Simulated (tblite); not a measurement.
Task: Give a GFN2-xTB geometry of `CC#C[C@@H]1CO[SiH2]S1`.

Result: 
```xyz
16
C5H8OSSi angstrom
C     -3.1205   -0.2627   -0.0626
C     -1.7782    0.1978   -0.3345
C     -0.6762    0.5851   -0.6074
C      0.6763    1.0383   -0.8199
C      1.6553   -0.1351   -0.9183
O      1.9034   -0.6815    0.3451
Si     1.8670    0.3038    1.6380
S      1.2158    2.0721    0.6138
H     -3.3332   -0.1729    1.0023
H     -3.8404    0.3370   -0.6187
H     -3.2242   -1.3066   -0.3582
H      0.7384    1.6755   -1.7045
H      1.2343   -0.9246   -1.5491
H      2.6007    0.2087   -1.3545
H      0.8737   -0.2103    2.5622
H      3.2000    0.5518    2.1550
```

Orientation and origin are arbitrary. Atoms count from 1 in this order. The 5-membered ring C4–C5–O6–Si7–S8 has internal angles of 89.9° to 118.5°; it is puckered, 0.19 Å rms from its mean plane, widest ring torsion 45°. Si7 (oxygen-bound silicon) is distorted tetrahedral (angles from 97.3° to 117.5°). S8 (sulfur bonded to C and Si) is bent (angle 89.9°). O6 (silyl ether oxygen) is bent (angle 118.5°).

Bonds between heavy atoms (Å): C1–C2 1.445, C2≡C3 1.200, C3–C4 1.442, C4–C5 1.531, C5–O6 1.399, O6–Si7 1.626, Si7–S8 2.145, C4–S8 1.848.

The geometry is computed with GFN2-xTB (gas phase).

Point group: C1 (no symmetry element, even within 0.4 Å). Its lowest GFN2-xTB frequency is 18i cm⁻¹, too small to tell a flat minimum from a shallow saddle. One conformer, not necessarily the lowest (C3–C4–C5–O6 -75°, C4–C5–O6–Si7 -32°, C5–O6–Si7–S8 5°, O6–Si7–S8–C4 17°). 3 starts were optimised and ended at 0.00, 0.76 and 0.77 kcal/mol (GFN2-xTB); the lowest of these is shown.

The run took 0.77 s wall on one thread, Arm Neoverse V1 (aarch64), shared host with 32 logical CPUs at a one-minute load of 5.0. This is the geometry optimisation.
